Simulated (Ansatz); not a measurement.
Compare A (`[SiH3][Ge]([Cl])([Cl])[Cl]`) with its isomer B (`Cl[Si](Cl)(Cl)[GeH3]`).

Calculated with Ansatz (gas phase, PBE0-D4/def2-TZVP geometries, no zero-point term in ΔE). CCSD(T)/CBS is the MP2 limit (def2-TZVPP, def2-QZVPP) plus CCSD(T) − MP2 in def2-TZVPP, frozen cores. DFT in def2-TZVPP. For Ge outer-core shells are correlated without core-valence functions, which leaves a few kJ/mol of doubt a bond. Scalar relativity is left out up to krypton.

A:

Z-matrix (Å, degrees):
```
Si
Ge 1 2.383
H 1 1.482 2 107.3
H 1 1.482 2 107.2 3 -120.0
H 1 1.482 2 107.3 3 120.0
Cl 2 2.143 1 111.8 3 179.9
Cl 2 2.143 1 111.9 3 -60.0
Cl 2 2.143 1 111.8 3 60.0
```

B:

Z-matrix (Å, degrees):
```
Si
Cl 1 2.043
Cl 1 2.043 2 108.2
Cl 1 2.043 2 108.2 3 116.9
Ge 1 2.371 2 110.7 3 -121.5
H 5 1.534 1 108.8 2 -180.0
H 5 1.534 1 108.8 2 -60.0
H 5 1.534 1 108.7 2 60.0
```

Which isomer does CCSD(T)/CBS put lower? Give the gap. (Estimate.)

Computed: B, by 66.1 kJ/mol.

Give E(B) − E(A) in kJ/mol with r2SCAN-D4, CCSD(T)/def2-SVP, CCSD(T)/def2-TZVPP, MP2/def2-TZVPP, CCSD/def2-TZVPP, HF/def2-TZVPP, BLYP-D4. (Estimate.)

Ansatz gave: r2SCAN-D4 -63.0, CCSD(T)/def2-SVP -48.3, CCSD(T)/def2-TZVPP -55.5, MP2/def2-TZVPP -61.1, CCSD/def2-TZVPP -54.9, HF/def2-TZVPP -39.6, BLYP-D4 -50.9. None reverses the order clearly.

Does the order hold for the free energy at 298.15 K (harmonic terms from PBE0-D4)? (Best estimate.)

The calculation gave: Yes: G(B) − G(A) = -65.7 kJ/mol.

Largest T1 diagnostic: 0.011.

From BLYP to BHLYP (50 % exact exchange), in def2-TZVPP and without D4, E(B) − E(A) moves by −4.5 kJ/mol. In def2-TZVPP, CCSD(T) changes the Hartree–Fock value by −15.9 kJ/mol (the triples alone add −0.6 kJ/mol) and MP2 by −21.6 kJ/mol.
